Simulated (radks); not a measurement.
Species: Tc III. Configuration: [Kr] 4d4.5 4f0.5 (fractional occupations, a model configuration).

All-electron calculation, Dirac Kohn-Sham, OLYP, spin-unpolarised, spherical densities, point nucleus; open shells fill j = l - 1/2 first. Program: a radial shooting solver on a logarithmic mesh with Libxc functionals.

Energy parts (eV):
| part | energy |
|---|---|
| total | -116651.162 |
| kinetic | 121176.973 |
| electron-nucleus | -281056.138 |
| Hartree | 46759.127 |
| exchange-correlation | -3531.124 |

Orbitals (lengths in bohr, moments of r in powers of bohr; <r^-3> diverges for s and p1/2):
\begin{tabular}{lrrrrr}
orbital & occ. & eigenvalue (eV) & <r^-3> & <r^4> & <1/r> \\ \hline
1s1/2 & 2 & -20876.87 & - & 6.523e-06 & 44.70 \\
2s1/2 & 2 & -2998.500 & - & 0.001195 & 10.20 \\
2p1/2 & 2 & -2766.963 & - & 0.0007906 & 10.18 \\
2p3/2 & 4 & -2648.739 & 2593 & 0.0008900 & 9.668 \\
3s1/2 & 2 & -539.8186 & - & 0.06012 & 3.510 \\
3p1/2 & 2 & -450.8224 & - & 0.06160 & 3.411 \\
3p3/2 & 4 & -431.0083 & 440.7 & 0.06792 & 3.288 \\
3d3/2 & 4 & -273.7498 & 65.24 & 0.06829 & 3.107 \\
3d5/2 & 6 & -269.9294 & 62.05 & 0.07047 & 3.075 \\
4s1/2 & 2 & -93.8158 & - & 2.381 & 1.299 \\
4p1/2 & 2 & -67.7329 & - & 3.494 & 1.182 \\
4p3/2 & 4 & -64.7601 & 66.26 & 3.856 & 1.146 \\
4d3/2 & 4 & -26.1716 & 5.794 & 15.05 & 0.8539 \\
4d5/2 & 0.5 & -25.8416 & 5.480 & 15.61 & 0.8456 \\
4f5/2 & 0.5 & -5.4648 & 0.01768 & 2680 & 0.1987 \\
4f7/2 & 0 & -5.4645 & 0.01764 & 2681 & 0.1986 \\
\end{tabular}

The highest occupied level is 4f5/2 at -5.465 eV. The density falls to 0.001 e/bohr^3 at r = 3.61 bohr. Summed over all electrons, <r^2> = 48.76 bohr^2, which gives a Langevin (diamagnetic) susceptibility term of -38.6 x 10^-6 cm^3/mol.
